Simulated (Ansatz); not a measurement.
Born–Oppenheimer molecular dynamics of C$_{2}$H$_{4}$BIn (8 atoms, charge 0, multiplicity 1). It starts at the highest image of a converged band, a first-order saddle point between two minima.

All numbers below come from RKS B3LYP-D4/def2-mTZVP in Ansatz.

```
ensemble                      : NVE (velocity Verlet)
time step                     : 0.5 fs
steps asked                   : 200
starting velocities drawn for : 300 K
seed                          : 4343
```

First frame:

```xyz
8
Properties=species:S:1:pos:R:3
B -0.595 1.067 -0.456
C 0.118 -0.102 0.089
C 0.742 -1.120 0.563
In -0.463 -2.931 -0.238
H 0.475 1.323 0.296
H -0.348 1.422 -1.570
H 1.623 -1.135 1.189
H -1.554 1.477 0.127
```

Q: How far do the bonds stretch over the last three quarters of this one trajectory? (Pairs bonded in most of those frames.)

A: 
| bond | mean (Å) | spread (Å) | shortest | longest |
| --- | --- | --- | --- | --- |
| B1–C2 | 1.537 | 0.036 | 1.45 | 1.60 |
| B1–H6 | 1.201 | 0.018 | 1.17 | 1.24 |
| B1–H8 | 1.195 | 0.007 | 1.18 | 1.21 |
| C2–C3 | 1.345 | 0.022 | 1.30 | 1.38 |
| C2–H5 | 1.130 | 0.061 | 1.04 | 1.27 |
| C3–In4 | 2.266 | 0.080 | 2.17 | 2.42 |
| C3–H7 | 1.093 | 0.023 | 1.05 | 1.13 |

Mean temperature of the second half: 453 K. The conserved energy stayed within 0.16 meV per atom of its start (net change 0.11 meV per atom), so the integration is sound. The kinetic energy rose, since the run started high on the potential surface and went downhill. A run of 0.1 ps of so small a system gives no equilibrium averages. The orbitals stay closed-shell, which can raise the energy where a bond breaks towards radicals; this wasn't checked here.

Time of the run: 3.8 min on 2 threads of AMD EPYC 9R45 96-Core Processor (Zen 5), on a shared host, peak memory 0.25 GiB.
